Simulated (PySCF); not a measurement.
SMILES [Cl][Sn][Cl], PBE0/def2-SVP optimised geometry.

```
3

Sn    -1.00    -1.18     0.00
Cl     1.38    -1.18     0.00
Cl    -1.38     1.18     0.00
```

Density from PySCF 2.14.0 with PBE0/def2-TZVP, def2 effective core potentials past Kr at that geometry. The core electrons that the potentials of Sn replace are not part of the density.

Minimum of the electron density along straight lines between bonded atoms, close to the bond critical point (lines longer than 1.1 times the sum of covalent radii, or with two minima, are not listed):

```tsv
bond	length / Å	ρ at the minimum / e bohr⁻³	∇²ρ there / e bohr⁻⁵	position (fraction from the first atom)
Sn1–Cl2	2.388	0.079	0.16	0.47
Sn1–Cl3	2.388	0.079	0.16	0.47
```
